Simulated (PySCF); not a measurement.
Species: C4H8BO2 (charge -1).
Structure used (PBE0-D3(BJ)/def2-SVP), in Å, numbered top down from 1:
```xyz
15
C4H8BO2 angstrom
C      2.5497    0.5569   -0.1020
C      1.3434    0.1324   -0.4895
C      0.0393    0.4462    0.1766
C     -0.5573   -0.7828    0.9136
O     -1.9131   -0.5828    0.8776
B     -2.1807    0.0041   -0.4643
O     -0.9311    0.8035   -0.7376
H      2.6592    1.2297    0.7568
H      3.4670    0.2590   -0.6202
H      1.2478   -0.5270   -1.3626
H      0.2215    1.2547    0.9283
H     -0.2429   -1.7104    0.3691
H     -0.1714   -0.8688    1.9503
H     -2.3062   -0.8992   -1.3402
H     -3.1970    0.7274   -0.4257
```

Method used: PBE0-D3(BJ)/def2-SVP geometry optimisation, gas phase (PySCF).

Take the most abundant isotopes and a rigid rotor. The values belong to one conformer with, in the numbering `[CH2:1]=[CH:2][C@@H:3]1[CH2:4][O:5][BH2-:6][O:7]1`, C1–C2–C3–C4 -108°, C2–C3–C4–O5 -151°, C3–C4–O5–B6 38°, C4–O5–B6–O7 -32°, O5–B6–O7–C3 13°.

(1) Give the principal moments of inertia and the rotational constants in GHz.

(2) What kind of rotor is it?

(3) What does the inertial defect say?

(4) Which lines would a microwave search look for?

(5) Estimate the classical rotational partition function at 10 K, 50 K and 200 K.

Results:

(1) Ia = 75.55, Ib = 279.96, Ic = 326.51 u·Å²; 505379 MHz·u·Å²/I gives 6689, 1805 and 1548 MHz, that is A = 6.6889, B = 1.8052, C = 1.5478 GHz.

(2) An asymmetric top; Ray's κ = -0.900.

(3) Not planar: Δ = Ic − Ia − Ib = -29.01 u·Å². For a rigid frame Δ = −2 Σ m c², so Σ m c² = 14.51 u·Å² lies off the ab plane: 9.72 from hydrogen and 4.78 from heavier atoms. The atom farthest from that plane is 1.45 Å away.

(4) The dipole components (about the centre of mass, as the species is charged) are |μa| = 6.15 D, |μb| = 2.67 D, |μc| = 0.46 D. Intensities carry the squares of the components, which stand as 1.00 : 0.19 : 0.01 (a : b : c). Some lines, for components of 0.1 D or more:

```json
{"type": "a", "branch": "Q", "J(Ka,Kc)": "2(1,1) ← 2(1,2)", "MHz": "772", "lower level (cm⁻¹)": "0.490"}
{"type": "a", "branch": "Q", "J(Ka,Kc)": "3(1,2) ← 3(1,3)", "MHz": "1544", "lower level (cm⁻¹)": "0.812"}
{"type": "c", "branch": "Q", "J(Ka,Kc)": "2(1,2) ← 2(0,2)", "MHz": "4636", "lower level (cm⁻¹)": "0.335"}
{"type": "b", "branch": "R", "J(Ka,Kc)": "3(0,3) ← 2(1,2)", "MHz": "5383", "lower level (cm⁻¹)": "0.490"}
{"type": "a", "branch": "R", "J(Ka,Kc)": "2(0,2) ← 1(0,1)", "MHz": "6696", "lower level (cm⁻¹)": "0.112"}
{"type": "a", "branch": "R", "J(Ka,Kc)": "2(1,1) ← 1(1,0)", "MHz": "6963", "lower level (cm⁻¹)": "0.283"}
{"type": "b", "branch": "R", "J(Ka,Kc)": "1(1,1) ← 0(0,0)", "MHz": "8237", "lower level (cm⁻¹)": "0.000"}
{"type": "c", "branch": "R", "J(Ka,Kc)": "1(1,0) ← 0(0,0)", "MHz": "8494", "lower level (cm⁻¹)": "0.000"}
{"type": "a", "branch": "R", "J(Ka,Kc)": "3(1,3) ← 2(1,2)", "MHz": "9667", "lower level (cm⁻¹)": "0.490"}
{"type": "a", "branch": "R", "J(Ka,Kc)": "3(2,2) ← 2(2,1)", "MHz": "10059", "lower level (cm⁻¹)": "1.004"}
{"type": "a", "branch": "R", "J(Ka,Kc)": "3(1,2) ← 2(1,1)", "MHz": "10439", "lower level (cm⁻¹)": "0.516"}
{"type": "b", "branch": "Q", "J(Ka,Kc)": "3(2,1) ← 3(1,2)", "MHz": "14321", "lower level (cm⁻¹)": "0.864"}
{"type": "c", "branch": "Q", "J(Ka,Kc)": "2(2,1) ← 2(1,1)", "MHz": "14651", "lower level (cm⁻¹)": "0.516"}
{"type": "b", "branch": "Q", "J(Ka,Kc)": "2(2,0) ← 2(1,1)", "MHz": "14661", "lower level (cm⁻¹)": "0.516"}
{"type": "b", "branch": "Q", "J(Ka,Kc)": "3(2,2) ← 3(1,3)", "MHz": "15815", "lower level (cm⁻¹)": "0.812"}
{"type": "c", "branch": "R", "J(Ka,Kc)": "3(1,2) ← 2(0,2)", "MHz": "15847", "lower level (cm⁻¹)": "0.335"}
{"type": "b", "branch": "R", "J(Ka,Kc)": "2(2,1) ← 1(1,0)", "MHz": "21615", "lower level (cm⁻¹)": "0.283"}
{"type": "c", "branch": "R", "J(Ka,Kc)": "2(2,0) ← 1(1,0)", "MHz": "21625", "lower level (cm⁻¹)": "0.283"}
{"type": "b", "branch": "R", "J(Ka,Kc)": "2(2,0) ← 1(1,1)", "MHz": "21882", "lower level (cm⁻¹)": "0.275"}
{"type": "c", "branch": "Q", "J(Ka,Kc)": "3(3,1) ← 3(2,1)", "MHz": "25019", "lower level (cm⁻¹)": "1.342"}
{"type": "b", "branch": "Q", "J(Ka,Kc)": "3(3,1) ← 3(2,2)", "MHz": "25068", "lower level (cm⁻¹)": "1.340"}
{"type": "c", "branch": "R", "J(Ka,Kc)": "3(3,0) ← 2(2,0)", "MHz": "35118", "lower level (cm⁻¹)": "1.005"}
{"type": "c", "branch": "R", "J(Ka,Kc)": "3(3,1) ← 2(2,1)", "MHz": "35127", "lower level (cm⁻¹)": "1.004"}
{"type": "b", "branch": "R", "J(Ka,Kc)": "3(3,0) ← 2(2,1)", "MHz": "35128", "lower level (cm⁻¹)": "1.004"}
```

(5) Point group C1, symmetry number σ = 1; q = (√π/σ)·√((kT/h)³/(ABC)), k/h = 20836.6 MHz/K: 1230 at 10 K, 13800 at 50 K, 110000 at 200 K.

No frequency check. These are rigid-rotor constants of the computed structure; measured ground-state constants (B0) also hold zero-point vibration. Quadrupole hyperfine structure (11B) is left out.

Cost: about 4 min of CPU time on one thread; the machine was shared, so the figure is rough. That covers the optimisation of the geometry.
